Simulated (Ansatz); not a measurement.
The cluster Nb2S6. Total charge 0; singlet. Geometry PBE-D4/def2-SVP; atoms count from 1.

```csv
atom,x (Å),y (Å),z (Å)
Nb1,1.878,0.283,1.528
Nb2,-0.160,0.030,-0.045
S3,-1.323,-0.851,-2.088
S4,-2.157,-1.362,-0.207
S5,-0.036,-0.541,2.435
S6,1.995,-1.006,-0.408
S7,0.979,2.190,0.680
S8,-1.177,1.256,-1.895
```

In the def2 sets Nb takes a core potential; there is no spin–orbit coupling. The restricted singlet is unstable towards broken spin symmetry in Hartree–Fock (as tested in another run); at PBE0-D4/def2-TZVP this wasn't settled. The structure comes from a short search, and lower isomers may exist.

Question: Estimate the Mulliken populations from the PBE0/def2-TZVP orbitals of Ansatz.

Answer: 
| atom | charge (e) | d electrons |
| --- | --- | --- |
| Nb1 | 0.84 | 3.43 |
| Nb2 | 0.87 | 3.28 |
| S3 | 0.03 | – |
| S4 | -0.22 | – |
| S5 | -0.43 | – |
| S6 | -0.44 | – |
| S7 | -0.43 | – |
| S8 | -0.22 | – |
Mulliken values and Mayer orders depend strongly on the basis.

Question: And the Mayer bond orders between bonded heavy atoms (over 0.3)?

Answer: Nb1–Nb2 0.96 (2.59 Å); Nb1–S5 1.47 (2.27 Å); Nb1–S6 1.26 (2.33 Å); Nb1–S7 1.47 (2.27 Å); Nb2–S3 0.51 (2.51 Å); Nb2–S4 0.92 (2.44 Å); Nb2–S5 0.71 (2.55 Å); Nb2–S6 0.96 (2.42 Å); Nb2–S7 0.71 (2.55 Å); Nb2–S8 0.92 (2.44 Å); S3–S4 1.10 (2.12 Å); S3–S8 1.10 (2.12 Å).
